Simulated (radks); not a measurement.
Results of a calculation; reference values are marked as such.
How relativity changes the ionisation of the manganese ion Mn2+ ([Ar] 3d5) to Mn3+ ([Ar] 3d4). Spin-unpolarised spherical Kohn-Sham, PBE, point nucleus unless stated (finite: rms radius 3.7057 fm), a radial shooting solver on a logarithmic mesh with Libxc functionals. A level marked "c x" has the speed of light scaled by that factor and shares open shells by 2j + 1; other Dirac levels either fill j = l - 1/2 first or share by 2j + 1.

| level | E(Mn2+) (hartree) | E(Mn3+) (hartree) | IE (eV) | HOMO | <r> HOMO (bohr) |
|---|---|---|---|---|---|
| non-rel. | -1149.67970 | -1148.47734 | 32.718 | 3d | 1.143 |
| scalar-rel. | -1157.41325 | -1156.21819 | 32.519 | 3d | 1.149 |
| scalar-rel., finite nucleus | -1157.40984 | -1156.21478 | 32.519 | 3d | 1.149 |
| Dirac, 2j+1 shares | -1157.43316 | -1156.23812 | 32.519 | 3d5/2 | 1.151 |
| Dirac, low j first | -1157.44222 | -1156.25056 | 32.427 | 3d5/2 | 1.152 |
| Dirac, 2j+1 shares, finite nucleus | -1157.42975 | -1156.23471 | 32.519 | 3d5/2 | 1.151 |
| Dirac, c x 1.25 | -1154.61258 | -1153.41492 | 32.590 | 3d5/2 | 1.148 |
| Dirac, c x 2 | -1151.59439 | -1150.39387 | 32.668 | 3d5/2 | 1.145 |
| Dirac, c x 5 | -1149.98501 | -1148.78294 | 32.710 | 3d5/2 | 1.144 |

NIST Atomic Spectra Database: 33.67 eV (measured). The relativistic part of the total energy of Mn2+ is -7.75 hartree (Dirac, 2j+1 shares, finite nucleus), 0.67 % of the non-relativistic value. Spin polarisation and multiplet splitting of open shells are left out at every level.

Beside tabulated values, note that spin-unpolarised runs miss the spin-polarisation part of the exchange energy of open shells.
